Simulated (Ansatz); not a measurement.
Cost and result for the atomization energy of FH$_{5}$O$_{3}$SSi$_{2}$ (`O[SiH](O)S[SiH](O)F`) (12 atoms, 11 bonds).

Z-matrix (Å, degrees):
```
Si
O 1 1.647
S 1 2.134 2 111.6
O 1 1.631 2 108.3 3 -118.3
H 1 1.473 2 104.2 3 120.4
H 2 0.961 1 116.3 3 75.4
Si 3 2.138 1 98.4 2 54.9
H 4 0.958 1 118.9 2 149.2
O 7 1.618 3 112.3 1 -42.5
F 7 1.592 3 108.4 1 79.1
H 7 1.470 3 108.5 1 -164.6
H 9 0.967 7 117.8 3 25.0
```

Total charge 0; spin multiplicity 1. All single points use the PBE0-D4/def2-TZVP geometry. It is one conformer, not always the lowest. Program: Ansatz. All runs use 2 threads of an AMD EPYC 7R13 on a shared host and a share of an NVIDIA H100 80 GB. Times are those of one run each, without the atoms' runs, and a repeat can differ threefold. Electronic energies, without spin–orbit coupling; frozen cores. CCSD(T)/CBS adds CCSD(T) − MP2 in def2-TZVPP to the MP2 limit, and its time is that of the two runs behind it. T1 = 0.012. B3LYP takes the VWN-RPA correlation (the form of Gaussian; ORCA's B3LYP/G).

CCSD(T)/CBS is a level of theory with its own doubt, some kJ/mol a heavy atom from the limit and from the frozen cores, so smaller differences don't rank the functionals.

| level | functions | wall time | atomization (kJ/mol) | difference from CCSD(T)/CBS | per bond |
| --- | --- | --- | --- | --- | --- |
| B3LYP-D4/def2-TZVPP (with forces) | 320 | 3.8 s | 4654.0 | -75.3 | -6.8 |
| ωB97X-V/def2-TZVPP | 320 | 4 s | 4712.5 | -16.8 | -1.5 |
| B2PLYP/def2-TZVPP | 320 | 4.2 s | 4624.3 | -105.0 | -9.5 |
| MP2/def2-QZVPP | 588 | 4.5 s | 4814.9 | 85.6 | 7.8 |
| ωB97M-V/def2-TZVPP (with forces) | 320 | 4.9 s | 4716.9 | -12.4 | -1.1 |
| r2SCAN-D4/def2-TZVPP (with forces) | 320 | 6 s | 4709.4 | -19.9 | -1.8 |
| PBE0-D4/def2-TZVPP | 320 | 6 s | 4633.7 | -95.6 | -8.7 |
| PBE-D4/def2-TZVPP (with forces) | 320 | 6.5 s | 4741.2 | 11.9 | 1.1 |
| CCSD(T)/def2-TZVPP | 320 | 7 s | 4564.3 | -165.0 | -15.0 |
| CCSD(T)/CBS(def2) | – | 11 s | 4729.3 | 0.0 | 0.0 |

In def2-TZVPP, CCSD(T) changes the Hartree–Fock value by +1237.0 kJ/mol (the triples alone add +80.6 kJ/mol) and MP2 by +1388.1 kJ/mol; breaking electron pairs costs correlation energy, which Hartree–Fock lacks. From PBE to PBE0 (25 % exact exchange), in def2-TZVPP and without D4, the atomization energy moves by −102.2 kJ/mol: exact exchange takes away binding that semilocal exchange gives to molecules. The D4 term adds +59.0 kJ/mol with B3LYP and +31.0 kJ/mol with PBE0; it sums over pairs of atoms, weighted by their polarisabilities, and B3LYP, whose exchange is more repulsive, gets the larger term.
